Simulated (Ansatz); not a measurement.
The same path of CH7AlBNSi (12 atoms, charge 0, multiplicity 1) was run 3 times with different band settings. The coordinate that changes most is the dihedral N3–Al4–Si5–H10.

These are results of Ansatz, RKS B3LYP-D4/6-31G, not measurements.

Relaxed end points:

```xyz
12
Properties=species:S:1:pos:R:3
B -2.123 0.993 0.840
C -1.407 1.653 -0.372
N -0.696 0.659 -0.742
Al 0.181 -0.888 -0.978
Si 2.322 -1.101 0.197
H -3.127 0.374 0.661
H -1.590 1.007 1.908
H -1.397 2.628 -0.869
H -0.519 -1.918 -1.978
H 2.511 -2.488 0.756
H 2.437 -0.130 1.340
H 3.486 -0.845 -0.728
```

```xyz
12
Properties=species:S:1:pos:R:3
B -2.293 -0.276 0.957
C -1.861 1.108 0.396
N -0.897 0.725 -0.348
Al 0.400 -0.107 -1.265
Si 2.560 -0.326 -0.123
H -3.070 -0.941 0.342
H -1.746 -0.707 1.927
H -2.172 2.152 0.501
H -0.003 -0.560 -2.742
H 2.417 -0.223 1.372
H 3.526 0.748 -0.555
H 3.216 -1.648 -0.428
```

Common settings: climbing image yes; optimiser quadratic models (default); start path IDPP; force threshold 0.03 eV/Å; end points relaxed.

| run | movable images | spring | iteration limit |
| --- | --- | --- | --- |
| 1 | 7 | 5.0 eV/Å² | 30 |
| 2 | 3 | 5.0 eV/Å² | 60 |
| 3 | 7 | 0.1 eV/Å² | 41 |

Question: What does each run give, and how far can it be trusted?

Answer: Run 1: converged after 6 iterations, highest image 0.002 eV above the first end. The top lies less than 8 meV above the higher end, about what the thresholds resolve: that end is a shoulder or a very shallow well. A vibrational analysis at the climbing image gives no mode beyond 40i cm⁻¹: the surface is too flat there to confirm a saddle point.
Run 2: converged after 5 iterations, highest image 0.002 eV above the first end. The top lies less than 8 meV above the higher end, about what the thresholds resolve: that end is a shoulder or a very shallow well. Another band between the same ends (7 images) ends at a top of the same energy, where a vibrational analysis finds no clearly imaginary modes. So few images can step over the top or miss a turn of the path.
Run 3: converged after 6 iterations, highest image 0.002 eV above the first end. The top lies less than 8 meV above the higher end, about what the thresholds resolve: that end is a shoulder or a very shallow well. Another band between the same ends (7 images) ends at a top of the same energy, where a vibrational analysis finds no clearly imaginary modes.
Limits of this set-up: no polarisation functions.
